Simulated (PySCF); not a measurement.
C₆ coefficients of unlike pairs at PBE0

Calculated with PySCF 2.14 from the dipole response of each species, C₆(A,B) = (3/π) ∫ α_A(iu) α_B(iu) du, in atomic units, from isotropic polarisabilities. For ions this is the dispersion term alone; charge-induced terms of lower order in 1/R come first.

```json
{"species": "Ge³⁺", "configuration": "[Ar] 3d10 4s1 (2S)", "basis": "aug-cc-pVQZ-PP with ECP10MDF (7s6p5d3f2g)", "relativity": "core potential", "α (bohr³)": "6.179", "C₆ (like pair)": "13.89"}
{"species": "O³⁺", "configuration": "[He] 2s2 2p1 (2P)", "basis": "aug-cc-pwCVQZ (9s8p6d4f2g)", "relativity": "none", "α (bohr³)": "1.361", "C₆ (like pair)": "1.272"}
{"species": "Br⁺", "configuration": "[Ar] 3d10 4s2 4p4 (3P)", "basis": "aug-cc-pwCVDZ-PP with ECP10MDF (6s5p4d1f)", "relativity": "core potential", "α (bohr³)": "12.53", "C₆ (like pair)": "78.60"}
{"species": "Mn⁺", "configuration": "[Ar] 3d5 4s1 (7S)", "basis": "aug-cc-pVDZ-DK (7s6p4d2f)", "relativity": "spin-free X2C", "α (bohr³)": "29.94", "C₆ (like pair)": "156.5"}
```

Problem. Estimate C₆ for Br⁺ with Ge³⁺.

Solution. The integral gives 32.76. The combination rule 2 C_A C_B / (C_A α_B/α_A + C_B α_A/α_B) gives 32.63 and the geometric mean 33.05.

No spin-orbit coupling is included.

The other pairs:

```tsv
pair	C₆
O³⁺, Ge³⁺	4.051
Mn⁺, Br⁺	101.6
Mn⁺, O³⁺	12.10
Mn⁺, Ge³⁺	44.58
Br⁺, O³⁺	9.809
```
